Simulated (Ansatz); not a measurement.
Relaxation of CH8AlBOSi (13 atoms, charge 0, multiplicity 1), to a largest force component of 0.02 eV/Å in at most 50 steps.

Method: RKS PBE0-D4/def2-SVP in Ansatz.

```xyz
13
Properties=species:S:1:pos:R:3:forces:R:3
B -0.878 2.820 -0.552 -1.38 1.51 -0.84
Al -1.279 0.977 0.200 -6.40 -6.02 9.63
O -0.139 0.256 1.408 0.91 -0.66 -3.26
Si 1.174 -0.563 0.510 -3.17 -0.80 2.16
C 0.466 -2.250 -0.056 0.37 1.10 1.36
H 0.020 3.492 -0.213 0.45 0.19 1.23
H -1.641 3.328 -1.356 0.21 -0.91 -0.13
H -0.602 1.683 -0.521 7.56 5.30 -8.11
H 1.549 0.229 -0.608 0.41 0.95 -1.29
H 2.272 -0.789 1.401 1.00 -0.08 0.68
H 1.262 -2.788 -0.545 0.35 -0.66 -0.45
H -0.378 -2.098 -0.707 -0.57 -0.02 -0.73
H 0.092 -2.800 0.833 0.27 0.08 -0.24
```

Question: Where does it end, and by what steps?

Answer: It converged. The force dipped under the threshold on the way, but the program's further checks kept it going. After 30 steps the energy has fallen by 5.052 eV; H8 moved furthest, 2.26 Å. The start is strongly strained (largest force component 10 eV/Å), so its close contacts needn't be bonds. Parted: Al2–H8.

| step | energy less start (eV) | largest force component (eV/Å) | accepted |
| --- | --- | --- | --- |
| 0 | 0.0000 | 9.630 | yes |
| 2 | -3.9293 | 2.486 | yes |
| 4 | -4.6764 | 0.549 | yes |
| 6 | -4.8518 | 0.320 | yes |
| 8 | -4.9306 | 0.242 | yes |
| 10 | -4.9742 | 0.306 | yes |
| 12 | -4.9971 | 0.304 | yes |
| 14 | -5.0350 | 0.174 | yes |
| 16 | -5.0064 | 0.392 | no |
| 18 | -5.0441 | 0.066 | yes |
| 20 | -5.0466 | 0.078 | yes |
| 22 | -5.0495 | 0.016 | yes |
| 24 | -5.0504 | 0.055 | yes |
| 26 | -5.0510 | 0.050 | yes |
| 28 | -5.0515 | 0.020 | yes |
| 30 | -5.0517 | 0.020 | yes |

```xyz
13
Properties=species:S:1:pos:R:3
B -1.319 3.425 -0.560
Al -0.293 1.685 -0.082
O 0.584 0.270 0.177
Si 1.488 -1.110 0.429
C 0.436 -2.626 0.145
H -0.951 4.200 0.305
H -2.483 3.063 -0.518
H -0.854 3.607 -1.678
H 2.649 -1.093 -0.513
H 2.004 -1.086 1.831
H 1.030 -3.539 0.306
H 0.048 -2.650 -0.885
H -0.420 -2.650 0.837
```

Whether the end is a true minimum wasn't checked by a vibrational analysis.

Time of the run: 67 s on 2 threads of Intel(R) Xeon(R) 6975P-C (Granite Rapids) (shared host), peak memory 0.28 GiB.
